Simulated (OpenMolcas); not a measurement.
# Multiconfigurational calculation on Ca+

Input:

```
&GATEWAY
Coord
1

Ca 0.0 0.0 0.0
Basis=ANO-RCC-VQZP
Group=XYZ
NoMove
AngMom=0.0 0.0 0.0
AMFI
&SEWARD
Relativistic=R03O02
&RASSCF
FileOrb=start.orb
Symmetry=1
Spin=2
nActEl=1 0 0
Inactive=3 6
Ras2=6 3
CIRoot=6 6 1
SDav=6
CIMx=300
Iter=120 100
PrWF=0.3
OrbListing=Nothing
MaxOrb=0
Atom
>>> COPY $Project.JobIph JOB001
&RASSCF
FileOrb=start.orb
Symmetry=2
Spin=2
nActEl=1 0 0
Inactive=3 6
Ras2=6 3
CIRoot=3 3 1
SDav=3
CIMx=300
Iter=120 100
PrWF=0.3
OrbListing=Nothing
MaxOrb=0
Atom
>>> COPY $Project.JobIph JOB002
&RASSI
NrOfJobIphs=2 6 3
1 2 3 4 5 6
1 2 3
IphNames
JOB001
JOB002
EJob
SpinOrbit
DIPRint=1.0
SOCoupling=1000.0
Subsets=2
MEES
Property=10
'ANGMOM' 1 'ANGMOM' 2 'ANGMOM' 3 'MLTPL  1' 1 'MLTPL  1' 2 'MLTPL  1' 3
'AMFI' 1 'AMFI' 2 'AMFI' 3 'MLTPL  2' 6
SOProperty=3
'ANGMOM' 1 'ANGMOM' 2 'ANGMOM' 3
```

Launched by
```bash
OMP_NUM_THREADS=1 MOLCAS_MEM=2252 MOLCAS_PROJECT=a pymolcas a.inp > a.log  # once for each step of the input, in one work folder
```

A driver script runs the steps one by one and writes start.orb anew before each from the orbitals found so far.

Output, cut to the results:

```
--- SEWARD ---
Basis set label: CA.ANO-RCC...7S6P3D2F1G.

      Electronic valence basis set:
      ------------------
      Associated Effective Charge  20.000000 au
      Associated Actual Charge     20.000000 au
      Nuclear Model: Point charge

      Shell  nPrim  nBasis  Cartesian Spherical Contaminant
         s      20       7        X
         p      16       6        X
         d       6       3                 X
         f       4       2                 X
         g       2       1                 X
Relativistic=R03O02
                  Relativistic Douglas-Kroll-Hess integrals:
                    - DKH order of Hamiltonian: 3
                    - DKH order of Properties : 2
--- RASSCF ---
Wave function specifications:
      -----------------------------

      Number of closed shell electrons          18
      Number of electrons in active shells       1
      Max number of holes in RAS1 space          0
      Max nr of electrons in RAS3 space          0
      Number of inactive orbitals                9
      Number of active orbitals                  9
      Number of secondary orbitals              45
      Spin quantum number                      0.5
      State symmetry                             1
Orbital specifications:
      -----------------------

      Symmetry species                           1   2
                                                ag  au
      Frozen orbitals                            0   0
      Inactive orbitals                          3   6
      Active orbitals                            6   3
      RAS1 orbitals                              0   0
      RAS2 orbitals                              6   3
      RAS3 orbitals                              0   0
      Secondary orbitals                        22  23
      Deleted orbitals                           0   0
      Number of basis functions                 31  32
      Number of CSFs                             6
      Number of root(s) required                 6
      Iter CI   SX   CI       RASSCF       Energy    max ROT     max BLB   max BLB  Level Ln srch  Step   QN
          iter iter root      energy       change     param      element    value   shift minimum  type update
 Nr of preliminary CI iterations:   1
 ###############################################################################
 ###############################################################################
 ###                                                                         ###
 ###                                                                         ###
 ###    WARNING: Problems in orbital optimization.                           ###
 ###                                                                         ###
 ###                                                                         ###
 ###############################################################################
 ###############################################################################
  Warning: In symmetry  2, orbital p=   7 has diagonal density matrix element D(p,p) close to zero. D(p,p)=  0.000000E+00
  Warning: In symmetry  2, orbital p=   8 has diagonal density matrix element D(p,p) close to zero. D(p,p)=  0.000000E+00
        ...
  Warning: In symmetry  2, orbital p=   7 has diagonal density matrix element D(p,p) close to zero. D(p,p)=  0.000000E+00
  Warning: In symmetry  2, orbital p=   8 has diagonal density matrix element D(p,p) close to zero. D(p,p)=  0.000000E+00
  Warning: In symmetry  2, orbital p=   9 has diagonal density matrix element D(p,p) close to zero. D(p,p)=  0.000000E+00
        4   1    1    0  -679.35919682    4.55E-13   0.00E+00    6   7 2 -3.35E-08   0.50   0.00    SX    NO
      Convergence after  4 iterations
        5   1    1    0  -679.35919682    4.55E-13   0.00E+00    6   7 2 -3.35E-08   0.50   0.00    SX    NO
      Natural orbitals and occupation numbers for root  1
      sym 1:   0.000000  -0.000000   0.000000  -0.000000   0.000000   1.000000
      sym 2:   0.000000   0.000000   0.000000
      Natural orbitals and occupation numbers for root  2
      sym 1:   0.000000  -0.000000   1.000000   0.000000   0.000000   0.000000
      sym 2:   0.000000   0.000000   0.000000
      Natural orbitals and occupation numbers for root  3
      sym 1:   1.000000   0.000000   0.000000  -0.000000   0.000000   0.000000
      sym 2:   0.000000   0.000000   0.000000
::    RASSCF root number  1 Total energy:   -679.44622186
...
--- RASSI ---
SPIN-FREE ENERGIES:
  (Shifted by EMIN (a.u.) =       -679.4462218570)

 SF State       Relative EMIN(au)   Rel lowest level(eV)    D:o, cm**(-1)      L_eff

     1             0.0000000000        0.0000000000              0.0000         0.0
     2             0.1044300494        2.8416864098          22919.7466         2.0
     3             0.1044300494        2.8416864098          22919.7466         2.0
     4             0.1044300494        2.8416864098          22919.7466         2.0
     5             0.1044300494        2.8416864098          22919.7466         2.0
     6             0.1044300494        2.8416864098          22919.7466         2.0
     7             0.1061937227        2.8896784050          23306.8281         1.0
     8             0.1061937227        2.8896784050          23306.8281         1.0
     9             0.1061937227        2.8896784050          23306.8281         1.0
     Dipole printing threshold changed to   1.00000000E+00

++ Dipole transition strengths (spin-free states):
   -----------------------------------------------
     for osc. strength at least  1.00000000E+00

  ( Max oscillator strength is only   0.35630991746333074      )
--
Eigenvalues of complex Hamiltonian:
   -----------------------------------
  (Shifted by EMIN (a.u.) =       -679.4462218570)

 SO State       Relative EMIN(au)   Rel lowest level(eV)    D:o, cm**(-1)     J-value

     1             0.0000000000        0.0000000000              0.0000         0.4
     2             0.0000000000        0.0000000000              0.0000         0.4
     3             0.1043665591        2.8399587507          22905.8121         1.4
     4             0.1043665591        2.8399587507          22905.8121         0.9
     5             0.1043665591        2.8399587507          22905.8121         0.9
     6             0.1043665591        2.8399587507          22905.8121         1.3
...
```

The J values that RASSI prints are effective ones from its own formula and need not be integers or half-integers; the table below assigns J from the states.

Levels above the lowest, from the spin-orbit matrix, grouped by J:

```
Configuration  Term    J  E (cm⁻¹)  Measured (cm⁻¹)  Term weight %
           4s    ²S  1/2       0.0              0.0            100
           3d    ²D  3/2     22906            13650            100
           3d    ²D  5/2     22929            13711            100
           4p   ²P°  1/2     23200            25192            100
           4p   ²P°  3/2     23360            25414            100
```

Against the 4 measured excited levels shown (NIST Handbook of Basic Atomic Spectroscopic Data) the mean absolute deviation is 5600 cm-1; the largest miss in energy is 3d ²D_3/2: computed 22906, measured 13650 cm⁻¹ (+67.8 %).

ANO sets are built for ground and valence states and can reach diffuse excited orbitals poorly. With one active electron the reference holds no correlation, so core polarisation is missing. Computed and measured levels are paired by configuration, term and J; levels that our copy of the source lacks, or whose pairing is in doubt (as where it misses far off the trend of its configuration), stay unpaired and out of the deviations. Levels of configurations outside the active space are missing.

The term weight is that of the spin-free term in the level, not the purity of its configuration. ° marks odd parity.
